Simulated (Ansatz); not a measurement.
Ansatz (a program for electronic structure) input (CCSD(T)/def2-SVPD):

Ansatz 0.2 input:
```yaml
crystal:
  periodic: [false, false, false]
  atoms:
    - {symbol: Al, position_ang: [0.94667955, -0.76101711, -0.72915767]}
    - {symbol: O, position_ang: [2.13011332, 0.02149226, -1.54771007]}
    - {symbol: Br, position_ang: [-0.83850687, 0.27775098, 0.62459230]}
basis:
  gaussian:
    orbitals: def2-SVPD
total_charge: -1
magnetization: {spin_polarized: true, initial_magnetization: 1}
correlation: {method: ccsd_t, electrons: outside_noble_gas}
output: {forces: true}
```

End of the output:

```
20 core orbitals not correlated
reference -78609.47656720 eV, -2888.8449804276 hartree; 9, 8 occupied and 59, 60 virtual orbitals, 826 factors
densities: 0.52 GiB planned
second order -10.75425522 eV of doubles, -0.00000000 eV of singles
coupled cluster: 0.39 GiB planned
cycle   1  -10.91854348 eV  change   -2.1e-1 eV  update   2.6e-2
cycle   2  -10.93762640 eV  change   -1.9e-2 eV  update   8.3e-3
cycle   3  -10.93746131 eV  change    1.7e-4 eV  update   5.9e-3
cycle   4  -10.94086000 eV  change   -3.4e-3 eV  update   2.6e-3
cycle   5  -10.94128127 eV  change   -4.2e-4 eV  update   1.7e-3
cycle   6  -10.94183054 eV  change   -5.5e-4 eV  update   8.9e-4
cycle   7  -10.94212793 eV  change   -3.0e-4 eV  update   5.4e-4
cycle   8  -10.94212013 eV  change    7.8e-6 eV  update   3.0e-4
cycle   9  -10.94211186 eV  change    8.3e-6 eV  update   1.6e-4
cycle  10  -10.94208542 eV  change    2.6e-5 eV  update   8.2e-5
cycle  11  -10.94208307 eV  change    2.3e-6 eV  update   4.1e-5
cycle  12  -10.94208348 eV  change   -4.1e-7 eV  update   2.3e-5
cycle  13  -10.94207970 eV  change    3.8e-6 eV  update   1.2e-5
cycle  14  -10.94208199 eV  change   -2.3e-6 eV  update   6.5e-6
cycle  15  -10.94208074 eV  change    1.2e-6 eV  update   3.4e-6
cycle  16  -10.94208199 eV  change   -1.3e-6 eV  update   1.7e-6
cycle  17  -10.94208210 eV  change   -1.0e-7 eV  update   8.6e-7
cycle  18  -10.94208227 eV  change   -1.7e-7 eV  update   4.4e-7
perturbative correction -0.45299762 eV, -0.0166473556 hartree
the calculation of the forces begins
Total energy: -78620.87164709 eV, -2889.2637418897 hartree
Atom 0 at     0.946680    -0.761017    -0.729158 Å, force    -0.970543    -0.485288     0.679689 eV/Å
Atom 1 at     2.130113     0.021492    -1.547710 Å, force     0.899226     0.553815    -0.624159 eV/Å
Atom 2 at    -0.838507     0.277751     0.624592 Å, force     0.071317    -0.068527    -0.055531 eV/Å
Dipole moment:    -1.037655    -0.039985     0.752363 e Å
```
